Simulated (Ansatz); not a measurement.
A nudged elastic band was laid between two geometries of CH6O3Si (11 atoms, charge 0, multiplicity 1).

Theory: RKS PBE-D4/def2-SVP (Ansatz).

```yaml
movable_images: 5
climbing_image: yes
spring: 5.0 eV/Å²
optimiser: quadratic models (default)
start_path: through a guess of the saddle point
force_threshold: 0.05 eV/Å
iteration_limit: 60
end_points: relaxed
```

Initial state:

```xyz
11
Properties=species:S:1:pos:R:3
O -1.369 -0.245 1.277
Si -0.981 -0.656 -0.325
C 0.800 0.044 -0.475
O 0.600 1.455 -0.453
O 1.543 -0.411 0.640
H -1.397 0.723 1.397
H -1.939 -0.066 -1.325
H -1.003 -2.153 -0.377
H 1.385 -0.275 -1.369
H 1.485 1.866 -0.380
H 0.940 -0.337 1.412
```

Final state:

```xyz
11
Properties=species:S:1:pos:R:3
O -1.232 -0.026 1.312
Si -0.971 -0.473 -0.303
C 0.860 0.077 -0.471
O 0.836 1.457 -0.790
O 1.506 -0.204 0.754
H -1.968 -0.456 1.779
H -1.915 0.223 -1.244
H -1.107 -1.966 -0.473
H 1.422 -0.510 -1.238
H 1.764 1.765 -0.763
H 0.870 0.056 1.457
```

(1) Which bonds break or form, and what moves?

(2) Give the energies along the band, and the barrier.

(3) What is the geometry of the highest image?

Answers

(1) No bond is made or broken. The dihedral H6–O1–Si2–H7 goes from -57 to 80°.

(2) It converged. The highest image is number 5 of 0 to 6, 0.027 eV above the first end and 0.004 eV above the last; the last end lies 0.023 eV above the first. The top lies less than 8 meV above the higher end, about what the thresholds resolve: that end is a shoulder or a very shallow well. A vibrational analysis at the climbing image gives one clearly imaginary mode, 90i cm⁻¹: a first-order saddle point.

| image | path coordinate (Å) | energy (eV) | dihedral H6–O1–Si2–H7 (°) |
| --- | --- | --- | --- |
| 0 | 0.00 | 0.000 | -57 |
| 1 | 0.33 | 0.002 | -46 |
| 2 | 0.65 | 0.007 | -32 |
| 3 | 0.98 | 0.017 | -14 |
| 4 | 1.31 | 0.025 | 10 |
| 5 | 1.63 | 0.027 | 40 |
| 6 | 2.08 | 0.023 | 80 |

(3) 
```xyz
11
Properties=species:S:1:pos:R:3
O -1.175 -0.218 1.355
Si -0.954 -0.523 -0.297
C 0.870 0.058 -0.462
O 0.819 1.440 -0.770
O 1.526 -0.218 0.758
H -2.084 -0.139 1.686
H -1.936 0.251 -1.135
H -1.080 -1.992 -0.608
H 1.441 -0.513 -1.235
H 1.742 1.764 -0.741
H 0.897 0.033 1.469
```

Run time: 110 s on 2 threads of Intel(R) Xeon(R) Platinum 8375C CPU @ 2.90GHz (Ice Lake), with other jobs on the host, peak memory 0.16 GiB.
